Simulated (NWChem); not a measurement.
Species: GaHBrCl; SMILES [Cl][GaH][Br]

```xyz
4

Ga    -0.6401    -0.5017     0.0000
H     -2.1734    -0.7202     0.0000
Cl     0.7243    -2.1491     0.0000
Br     0.3090     1.5671     0.0000
```
Atoms are numbered in this order, from 1.

All runs use the structure optimised with PBE0/def2-SVP.

Spin-orbit effects, on the heavy nuclei and on their neighbours, are missing.

Task: Give the principal values of the shielding tensors (ppm) of Ga1, Cl3, Br4 from KT2/pcSseg-1, GIAO (NWChem), with their diamagnetic and paramagnetic parts as GIAO splits them.

Result: 
| atom | σ11 | σ22 | σ33 | isotropic | diamagnetic | paramagnetic |
|---|---|---|---|---|---|---|
| Ga1 | 1169.2 | 1275.2 | 1386.8 | 1277.1 | 2643.4 | -1366.4 |
| Cl3 | 494.2 | 839.1 | 912.5 | 748.6 | 1150.3 | -401.7 |
| Br4 | 1738.1 | 2391.5 | 2689.8 | 2273.1 | 3129.4 | -856.2 |
